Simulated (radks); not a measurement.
The mean radii <r> (bohr) of the occupied orbitals of an atom or ion are listed with their occupations. Calculated with a radial shooting solver on a logarithmic mesh with Libxc functionals: scalar-relativistic Kohn-Sham, exchange-only LDA, spin-unpolarised, spherical densities, finite nucleus; Fermi nuclear charge, rms radius of each element as measured or else 0.836 A^(1/3) + 0.57 fm.

orbital  occ.      <r>
1s          2  0.04154
2s          2   0.1838
2p          6   0.1602
3s          2   0.5310
3p          6   0.5405
3d         10   0.5528
4s          2    1.431
4p          2    1.603

Name the element and its charge.

Answer. Z = 36, krypton, charge +4: Kr4+ in [Ar] 3d10 4s2 4p2. The 1s radius gives Z: for a bare nucleus <r> = (2 gamma + 1)/(2Z) with gamma = sqrt(1 - (Z/c)^2), 0.04069 bohr for Z = 36, and screening makes it slightly larger (0.04154 here). The occupations add up to 32, and the charge is Z minus that.
